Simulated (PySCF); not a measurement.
# SMILES c1c(Br)occ1, C₄H₃BrO

Geometry:
| atom | x (Å) | y (Å) | z (Å) |
| --- | --- | --- | --- |
| Br1 | 2.957 | -0.303 | 0.350 |
| C2 | 1.110 | -0.146 | 0.135 |
| C3 | 0.330 | 0.935 | -0.141 |
| C4 | -0.993 | 0.430 | -0.181 |
| C5 | -0.902 | -0.903 | 0.072 |
| O6 | 0.380 | -1.263 | 0.267 |
| H7 | 0.657 | 1.942 | -0.293 |
| H8 | -1.884 | 0.991 | -0.373 |
| H9 | -1.640 | -1.676 | 0.140 |

Theory: PySCF, TDDFT PBE0/aug-cc-pVDZ excited states, vertical, gas phase. Geometry: GFN2-xTB.

The calculation is non-relativistic, which matters for the atoms heavier than Zn.

(1) How strongly do the lowest singlets absorb one photon, and two photons of half the energy?

Answers

(1) δ for parallel linear polarisation; σ at the peak of a Lorentzian of half width 0.1 eV, single beam; Ω is circular over linear.
```
state  E (eV)      f  photon λ (nm)  δ (au)  σ (GM)     Ω                                main
   S1    5.12  0.000            484    15.5    0.15  1.50                    HOMO→LUMO+1 0.94
   S2    5.68  0.013            437    31.8    0.38  1.50                    HOMO→LUMO+2 0.97
   S3    5.81  0.267            427    52.5    0.65  0.34                      HOMO→LUMO 0.97
   S4    6.20  0.004            400     133    1.87  1.50  HOMO→LUMO+3 0.87, HOMO→LUMO+4 0.08
   S5    6.37  0.004            389    42.9    0.64  1.50  HOMO→LUMO+4 0.86, HOMO→LUMO+3 0.10
```

Among these, the strongest one-photon state is S3, the strongest two-photon state S4, with a dipole change of 6.3 D (relaxed, norm of the difference vector).
